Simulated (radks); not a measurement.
Results of a calculation; reference values are marked as such.
The nuclear charge of the zirconium ion Zr2+ is varied continuously with 38 electrons held in [Kr] 4d2. Level of theory: scalar-relativistic Kohn-Sham, BLYP, spin-polarised, spherical densities, finite nucleus; open shells are filled with parallel spins first (spin-orbit coupling, left out, can overturn this in heavy ions); Fermi nuclear charge, rms radius 4.2694 fm (a radial shooting solver on a logarithmic mesh with Libxc functionals). By the Hellmann-Feynman theorem dE/dZ = E(electron-nucleus)/Z, the electronic potential at the nucleus (averaged over a nucleus of fixed radius). The scalar-relativistic energy here is not variational (the density holds large components alone), so the two differ by a part that grows with Z.

Z	E (hartree)	E(electron-nucleus)/Z (hartree)	HOMO	e(HOMO) (eV)	<r> HOMO (bohr)
39.5	-3490.92636	-212.472	4d	-12.092	2.232
39.75	-3544.37862	-214.279	4d	-14.829	2.111
40	-3598.28491	-216.085	4d	-17.755	2.009
40.25	-3652.64512	-217.890	4d	-20.858	1.921
40.5	-3707.45922	-219.695	4d	-24.129	1.845
40.75	-3762.72728	-221.501	4d	-27.559	1.776
41	-3818.44940	-223.307	4d	-31.144	1.715

The central difference of E at Z = 40 is -216.533 hartree, to compare with the third column; the second derivative is -7.26 hartree.
